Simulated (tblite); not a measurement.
**Question.** What does the GFN2-xTB structure of `F[C@H]([SiH2]CCl)[SiH2]C(Cl)(Cl)Cl` look like in three dimensions?

**Answer.** 
```xyz
17
C3H7Cl4FSi2 angstrom
F     -0.074   -2.110   -1.360
C     -0.093   -0.867   -0.706
Si     1.750   -0.583   -0.198
C      2.036    1.161    0.515
Cl     3.795    1.312    0.793
Si    -1.475   -1.018    0.610
C     -2.289    0.729    0.865
Cl    -1.155    1.877    1.596
Cl    -3.686    0.560    1.944
Cl    -2.844    1.396   -0.683
H     -0.388   -0.157   -1.486
H      2.086   -1.585    0.814
H      2.547   -0.736   -1.416
H      1.558    1.331    1.475
H      1.757    1.969   -0.157
H     -2.554   -1.862    0.105
H     -0.978   -1.403    1.929
```

Any rigid rotation of these coordinates is as good. Atoms count from 1 in this order. Si6 (SiH2 silicon) is distorted tetrahedral (angles from 104.8° to 114.3°). Si3 (SiH2 silicon) is tetrahedral (angles from 106.6° to 112.3°). Of the pairs four or more bonds apart, Cl8···H14 is among the closest relative to their van der Waals radii: 2.77 Å, 94 % of the sum of Bondi's values. The 4 C–Si bonds span 1.906 Å (Si3–C4, drawn single) to 1.944 Å (Si6–C7, drawn single), a spread of 0.038 Å.

Bonds between heavy atoms (Å): F1–C2 1.405, C2–Si3 1.932, Si3–C4 1.906, C4–Cl5 1.787, C2–Si6 1.915, Si6–C7 1.944, C7–Cl8 1.772, C7–Cl9 1.774, C7–Cl10 1.774.

The geometry is computed with GFN2-xTB (gas phase).

Point group: C1 (no symmetry element, even within 0.4 Å). Its lowest GFN2-xTB frequency is 10i cm⁻¹, too small to tell a flat minimum from a shallow saddle. The numbers are those of one conformer (F1–C2–Si3–C4 172°, C2–Si3–C4–Cl5 -175°, F1–C2–Si6–C7 -148°). 3 starts were optimised and ended at 0.00, 0.03 and 1.99 kcal/mol (GFN2-xTB); the lowest of these is shown.
